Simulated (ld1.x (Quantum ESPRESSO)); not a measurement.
**Which change was made? (Pb, TM)**

ld1.x (Quantum ESPRESSO) 7.5 input, shortened:

```
&input
   title='Pb', zed=82., rel=1, dft='PBESOL', iswitch=3,
   config='[Xe] 4f14 5d10 6s2 6p2 6d-2'
 /
 &inputp
   pseudotype=2, tm=.true., lloc=0,
   nlcc=.true.
 /
3
6P  2  1   2.00   0.00  2.60  2.60  0.0
6D  3  2  -2.00   0.50  2.55  2.55  0.0
6S  1  0   2.00   0.00  1.85  1.85  0.0
 &test
   configts(1)='6s2 6p2'
 /
```

Cutoffs, loose and tight: the cutoffs (Ry, on a coarse ladder) from which the occupation-weighted sum of valence levels, in a spherical-Bessel basis at the reference potential, stays within 10 and 1 mRy of its value at 400 Ry. They do not see the model core or the augmentation charge, which bear on the density cutoff. Test errors are all-electron minus pseudo excitation energies from the reference, over the configurations 6s2 6p1; 6s2 6p0; 6s1 6p0; 6s2 6p2.3; 6s1 6p3; 6s2 6p1.5; 6s0 6p4; variants that change the core or the reference have their own tests. The largest error is taken over the tests solved by every variant that gives reliable tests at all, those not shown here included: 6s0 6p4; 6s1 6p3; 6s2 6p1; 6s2 6p1.5; 6s2 6p2.3.

The base gives: outcome: generated; cutoff, loose: 21 Ry; cutoff, tight: 45 Ry; bound ghosts: d; largest test error (meV): -150.

(1) After one change the result is: outcome: generated; cutoff, loose: 50 Ry; cutoff, tight: 120 Ry; bound ghosts: d; largest test error (meV): -182. Which change was it?
A. wave 6s (bound): rc 1.85 bohr becomes 6s (bound): rc 1.42 bohr
B. wave 6s (bound): rc 1.85 bohr becomes 6s (bound): rc 2.56 bohr
C. wave 6s (bound): rc 1.85 bohr becomes 6s (bound): rc 1.18 bohr
D. wave 6s (bound): rc 1.85 bohr becomes 6s (bound): rc 1.56 bohr
E. wave 6s (bound): rc 1.85 bohr becomes 6s (bound): rc 1.76 bohr

Answers

(1) D. The others give: wave 6s (bound): rc 1.85 bohr becomes 6s (bound): rc 2.56 bohr → outcome: generated; cutoff, loose: 18 Ry; cutoff, tight: 25 Ry; bound ghosts: d; largest test error (meV): -203 | wave 6s (bound): rc 1.85 bohr becomes 6s (bound): rc 1.76 bohr → outcome: generated; cutoff, loose: 25 Ry; cutoff, tight: 50 Ry; bound ghosts: d; largest test error (meV): -155 | wave 6s (bound): rc 1.85 bohr becomes 6s (bound): rc 1.42 bohr → outcome: generated; cutoff, loose: 100 Ry; cutoff, tight: 180 Ry; bound ghosts: d, s (extra level of the local part); largest test error (meV): -222 | wave 6s (bound): rc 1.85 bohr becomes 6s (bound): rc 1.18 bohr → outcome: generated, misses its reference levels by 0.22 eV; bound ghosts: p, d, s (extra level of the local part); largest test error (meV): -226.
